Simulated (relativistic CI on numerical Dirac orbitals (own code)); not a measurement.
**Forbidden lines of Hg LXIV**

These numbers are calculated, not measured: Dirac-Coulomb-Breit CI, separate exchange-only KLI orbitals for each configuration, model QED, unscaled Slater integrals (own radial code, finite nucleus).

CI space (outside the closed core [Ne]): 3s2 3p5, 3s2 3p4 3d, 3s 3p6, 3s 3p5 3d, 3s 3p4 3d2, 3p6 3d, 3s2 3p3 3d 4p, 3s2 3p4 4s, 3s 3p4 3d 4s, 3p6 4s, 3p6 4p, 3s2 3p4 4p, 3s2 3p4 4d, 3s 3p5 4s, 3s2 3p4 4f, 3p5 3d 4p, 3s 3p5 4p, 3s 3p5 4d, 3s 3p5 4f, 3s2 3p4 5s, 3s2 3p4 5p, 3s2 3p3 4s 4p, 3s2 3p4 5d, 3s2 3p4 5f, 3s2 3p4 5g, 3s 3p4 4s2, 3s 3p5 5s, 3s 3p5 5p, 3s2 3p3 3d2, 3s2 3p2 3d3, 3s 3p3 3d3, 3s2 3p2 3d2 4s, 3s2 3p2 3d2 4p, 3s2 3p2 3d2 4d, 3p5 3d2, 3p4 3d3, 3p4 3d2 4s, 3p4 3d2 4p, 3p4 3d2 4d, 3s2 3p3 3d 4s, 3s 3p3 3d2 4s, 3s2 3p2 3d 4s2, 3s2 3p2 3d 4s 4p, 3s2 3p2 3d 4s 4d, 3p5 3d 4s, 3p4 3d 4s2, 3p4 3d 4s 4p, 3p4 3d 4s 4d, 3s2 3p3 4s2, 3s 3p3 3d 4s2, 3s2 3p2 4s2 4p, 3s2 3p2 4s2 4d, 3s2 3p3 4p2, 3s2 3p2 3d 4p2, 3s 3p3 3d 4p2, 3s2 3p2 4s 4p2, 3s2 3p2 4p3, 3s2 3p2 4p2 4d. Double excitations out of closed p, d and f shells are left out; levels of such configurations are missing from the list, as are those of other unlisted configurations, and high levels can miss mixing partners. These lack a partner that the ground configuration has and come out too high: 3s2 3p4 4f, 3s 3p5 4p, 3s 3p5 4d, 3s 3p5 4f, 3s2 3p4 5s.

```
λ vac (nm)                      Lower                       Upper  Type   A (s⁻¹)  log gf
    2.3333      3s2 3p4 3d 2F_7/2 [7]      3s2 3p4 3d 2F_7/2 [57]    M1  1.23e+08   -4.10
    2.3429      3s2 3p4 3d 4F_9/2 [8]      3s2 3p4 3d 2F_7/2 [57]    M1  4.11e+08   -3.57
    2.4092      3s2 3p4 3d 2F_7/2 [7]      3s2 3p4 3d 2F_5/2 [55]    M1  7.61e+08   -3.40
    2.4128      3s2 3p4 3d 2F_7/2 [7]      3s2 3p4 3d 2G_9/2 [54]    M1  1.11e+08   -4.02
    2.4230      3s2 3p4 3d 4F_9/2 [8]      3s2 3p4 3d 2G_9/2 [54]    M1  4.82e+08   -3.37
    2.4347      3s2 3p4 3d 4D_5/2 [3]      3s2 3p4 3d 2G_7/2 [38]    M1  8.14e+07   -4.24
    2.4413        3s2 3p5 2P°_3/2 [1]        3s2 3p5 2P°_1/2 [13]    M1  1.18e+09   -3.68
    2.4502      3s2 3p4 3d 2F_7/2 [5]      3s2 3p4 3d 2G_7/2 [38]    M1  4.97e+08   -3.45
    2.4818      3s2 3p4 3d 4D_5/2 [3]      3s2 3p4 3d 4F_3/2 [36]    M1  8.05e+08   -3.53
    2.4825      3s2 3p4 3d 2F_7/2 [7]      3s2 3p4 3d 4D_7/2 [52]    M1  3.53e+08   -3.58
    2.4836      3s2 3p4 3d 2P_1/2 [9]      3s2 3p4 3d 2P_3/2 [53]    M1  5.15e+08   -3.72
    2.4840  3s2 3p3 3d2 2H°_11/2 [25]  3s2 3p3 3d2 2I°_13/2 [115]    M1  1.84e+08   -3.62
    2.4933      3s2 3p4 3d 4F_9/2 [8]      3s2 3p4 3d 4D_7/2 [52]    M1  4.75e+08   -3.45
    2.5293  3s2 3p3 3d2 4G°_11/2 [39]  3s2 3p3 3d2 4H°_13/2 [158]    M1  1.87e+08   -3.60
    2.5436     3s2 3p4 3d 2D_5/2 [10]      3s2 3p4 3d 2D_5/2 [56]    M1  2.80e+08   -3.79
    2.5807  3s2 3p3 3d2 2H°_11/2 [25]  3s2 3p3 3d2 4H°_11/2 [109]    M1  1.90e+08   -3.64
    2.5831     3s2 3p4 3d 2P_3/2 [11]      3s2 3p4 3d 2D_5/2 [56]    M1  3.40e+08   -3.69
    2.5838     3s2 3p4 3d 2D_5/2 [10]      3s2 3p4 3d 2F_5/2 [55]    M1  4.06e+08   -3.61
    2.6141      3s2 3p4 3d 2D_3/2 [6]      3s2 3p4 3d 4F_3/2 [36]    M1  3.10e+08   -3.90
    2.7386     3s2 3p4 3d 2D_5/2 [12]      3s2 3p4 3d 4D_7/2 [52]    M1  3.05e+08   -3.56
```

Terms are leading LS components. Brackets give the number of a level in order of energy, since labels repeat. The list gives strong lines, with weight on those to low levels, among the lowest 400 of 10102 levels, so that lines to higher ones, which can be the strongest, are missing. Levels whose partners in the same complex of configurations lie outside the list can be far off, and so can their lines. Rates are taken at the computed energies, electric ones in the length gauge.

At this charge energies of transitions that change n are usually good to better than 1 %, and those within a shell (Δn = 0) to a few per cent.

LS names give the leading component of a level, which can be under half, so a name can repeat, a term be missing and a line seem to break the LS rules.
